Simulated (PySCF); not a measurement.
Coordinates in bohr (charge 0 multiplicity 1):
```
O     0.0000    0.0000    0.0000
In    3.7797    0.0000    0.0000
In   -3.7797    0.0000    0.0000
```

All numbers come from PBE0/[O def2-TZVP, In def2-TZVP with ECP28], scalar-relativistic core potentials, density fitting, no spin–orbit coupling, PySCF.

This geometry of In₂O is a stationary point at this level.

**Question.** What is the point group?

**Answer.** D∞h.

**Question.** Is it a minimum?

**Answer.** Yes: all harmonic wavenumbers are real, though the softest, 54 cm⁻¹, leaves little margin.

**Question.** List the harmonic modes with their infrared intensities.

**Answer.** 
```tsv
symmetry	ω (cm⁻¹)	IR (km/mol, summed over degenerate members)
πu	54	11.1
σg+	209	0.0
σu+	755	735
```

**Question.** Give the ideal-gas entropy at 298.15 K and 1 bar by parts.

**Answer.** translation 177.5, rotation 80.1, vibration 48.5, spin 0.0; total 306.2 J/(mol K).

In D∞h the vibrations span πu + σg+ + σu+. The σg+ mode carries no infrared intensity, as symmetry demands. With a centre of inversion only u modes can be infrared active and only g modes Raman active.

This need not be the most stable arrangement of these atoms.
